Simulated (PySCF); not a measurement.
# Polarisability and C₆ of Pb (lead, neutral)

[Xe] 4f14 5d10 6s2 6p2, high-spin 3P determinant. All numbers are calculated (PySCF 2.14, the spin-free X2C one-electron Hamiltonian (Gaussian nucleus), in ANO-RCC-VTZP (8s7p5d3f2g, 93 functions)). Coupled (time-dependent) response in atomic units; α is the mean over directions. The basis has no added diffuse functions, which lowers α and C₆.

| method | mean α (bohr³) | α xx, yy, zz | C₆ (like pair) | S(−4) |
| --- | --- | --- | --- | --- |
| PBE0 | 39.26 | 32.31, 42.74, 42.74 | 490.3 | 292.1 |

S(−4) is the Cauchy moment in α(ω) = α(0) + S(−4) ω² + …

Reference α: 47 ± 3 bohr³ (recommended; Schwerdtfeger and Nagle, table of static dipole polarizabilities (2023 update)). Published C₆: 534.0 (Gould and Bucko (2016)).

Spin-orbit coupling is absent.

α(iu) at PBE0:

```
u (hartree)  α(iu) (bohr³)
          0          39.26
     0.0500          38.55
      0.100          36.59
      0.200          30.71
      0.300          24.68
      0.500          16.03
      0.750          10.34
       1.00          7.384
       1.50          4.493
       2.00          3.090
       3.00          1.741
       5.00         0.7786
```

A single London oscillator, α(iu) = α/(1 + u²/ω²), gives C₆ = (3/4) ω α². Matching the computed C₆ needs ω = 4 × 490.3 / (3 × 39.26²) = 0.424 hartree.

The components differ because the open shell of this determinant is not spherical; for a pure term their mean is the scalar polarisability.

Spin-orbit coupling is strong in this species (close to jj coupling), so the high-spin LS determinant is a model state, not a physical level.
